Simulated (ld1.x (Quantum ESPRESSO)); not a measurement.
# Hf (Z = 72): excitation energies, all-electron against ultrasoft

- Element: Hf
- Generator: ld1.x (Quantum ESPRESSO) 7.5
- Type: ultrasoft
- Functional: PBE
- Relativity: scalar-relativistic
- Frozen core: [Kr] 4d10 4f14 5s2
- Valence charge: 10
- Reference configuration: 5p6 5d2 6s1 6p0 (charge +1)
- Partial waves: 6s (bound): rcut 2.30, rcutus 2.90 bohr; 6s channel at 3.6 Ry: rcut 2.30, rcutus 2.90 bohr; 5p (bound): rcut 1.75, rcutus 2.00 bohr; 6p (bound, empty): rcut 1.75, rcutus 2.00 bohr; 5d (bound): rcut 3.00, rcutus 3.35 bohr; 5d channel at 1.9 Ry: rcut 3.00, rcutus 3.35 bohr; 5f channel at 0.25 Ry: rcut 2.00, rcutus 2.75 bohr; 5f channel at 1.8 Ry: rcut 2.00, rcutus 2.75 bohr
- Local potential: all-electron potential smoothed inside 2.45 bohr (lloc = -2)
- Core correction: Bessel-smoothed model core inside 1.05 bohr
- Augmentation charge: PSQ, inside the norm-conserving radii

Energies are relative to the spin-unpolarised reference configuration 5p6 5d2 6s1 6p0; without spin polarisation the order of configurations can differ from experiment.

**Question.** Give the all-electron excitation energy and the error of the potential for: 5p6 5d2 6s2 6p0; 5p6 5d2 6s0 6p0; 5p6 5d1 6s0 6p0; 5p6 5d2 6s0 6p1; 5p6 5d3 6s1 6p0; 5p5 5d2 6s2 6p0; 5p6 5d2 6s1.5 6p0.

**Answer.**

```csv
valence configuration,charge,ΔE all-electron (eV),error AE − PS (meV)
5p6 5d2 6s2 6p0,0,-7.976,+0.9
5p6 5d2 6s0 6p0,+2,14.180,+6.3
5p6 5d1 6s0 6p0,+3,35.974,-448
5p6 5d2 6s0 6p1,+1,4.679,-12
5p6 5d3 6s1 6p0,0,-5.383,-62
5p5 5d2 6s2 6p0,+1,33.045,-60
5p6 5d2 6s1.5 6p0,+0.5,-4.722,+1.9
```
